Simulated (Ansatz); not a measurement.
```yaml
crystal:
  periodic: [false, false, false]
  atoms:
    - {symbol: B, position_ang: [-0.067712, -0.139753, -0.013421]}
    - {symbol: C, position_ang: [1.442098, -0.414050, -0.113123]}
    - {symbol: H, position_ang: [1.743586, -0.409474, 1.092425]}
    - {symbol: H, position_ang: [1.917186, 0.673458, -0.237873]}
    - {symbol: H, position_ang: [1.815559, -1.056706, -0.598199]}
    - {symbol: C, position_ang: [-0.994574, 0.919355, 0.001614]}
    - {symbol: H, position_ang: [-1.341347, 1.284912, -1.029963]}
    - {symbol: H, position_ang: [-0.331426, 2.036169, 0.208570]}
    - {symbol: H, position_ang: [-1.800917, 1.198103, 0.642807]}
    - {symbol: C, position_ang: [-1.034111, -1.530420, 0.002780]}
    - {symbol: N, position_ang: [-1.401928, -2.601305, 0.041718]}
basis:
  gaussian: {orbitals: def2-mTZVP, point_charges: [{charge: -1.00, position_ang: [6.174, 0.995, -0.202]}]}
hamiltonian: {xc: {name: PBEsol}}
accuracy: high
output: {forces: true}
```

```sh
$ ansatz run in.yaml --threads 4 --pin off --events-out ev --progress --plain --max-ram 3916MiB
```

Output, abridged:

```
Functional definition: PBEsol
2391 factors; integrals over basis functions are off by at most 3.7e-9 eV
mean field evaluation 1: about -5323.7434 eV, gradient 9.2e1 eV
mean field evaluation 2: about -5297.7772 eV, gradient 1.2e2 eV
mean field evaluation 4: about -5342.1259 eV, gradient 2.1e1 eV
mean field evaluation 8: about -5343.0642 eV, gradient 4.8e-1 eV
mean field evaluation 16: about -5343.0648 eV, gradient 4.5e-5 eV
mean field -5343.06479641 eV, -196.3540096087 hartree, gradient 8.3e-8 eV, S^2 0.000000; 0 other end points of the search recorded, 0 dependent functions left out
reference -5343.06480048 eV, -196.3540097581 hartree; 18, 18 occupied and 95, 95 virtual orbitals, 2391 factors
Total energy: -5343.06480048 eV, -196.3540097581 hartree
Atom 0 at    -0.067712    -0.139753    -0.013421 Å, force     0.302973    -6.483841    -0.354285 eV/Å
Atom 1 at     1.442098    -0.414050    -0.113123 Å, force    -4.604675    13.211737     9.765720 eV/Å
Atom 2 at     1.743586    -0.409474     1.092425 Å, force    -0.570667    -0.698777    -2.417593 eV/Å
Atom 3 at     1.917186     0.673458    -0.237873 Å, force    -0.342748    -2.013877    -0.507362 eV/Å
Atom 4 at     1.815559    -1.056706    -0.598199 Å, force     5.508230    -9.463030    -6.704259 eV/Å
Atom 5 at    -0.994574     0.919355     0.001614 Å, force     0.331042     9.403933    -0.824917 eV/Å
Atom 6 at    -1.341347     1.284912    -1.029963 Å, force     0.298575    -0.944602     0.667314 eV/Å
Atom 7 at    -0.331426     2.036169     0.208570 Å, force    -1.178312    -2.454285    -0.461820 eV/Å
Atom 8 at    -1.800917     1.198103     0.642807 Å, force    -1.113917    -0.928637     0.805272 eV/Å
Atom 9 at    -1.034111    -1.530420     0.002780 Å, force     3.435437     4.610473    -0.119220 eV/Å
Atom 10 at    -1.401928    -2.601305     0.041718 Å, force    -1.980178    -4.239356     0.142080 eV/Å
Dipole moment:     0.646183     0.948785    -0.002295 e Å
```

Run time 3.5 s (4 threads of Arm Neoverse V2 on a shared host).
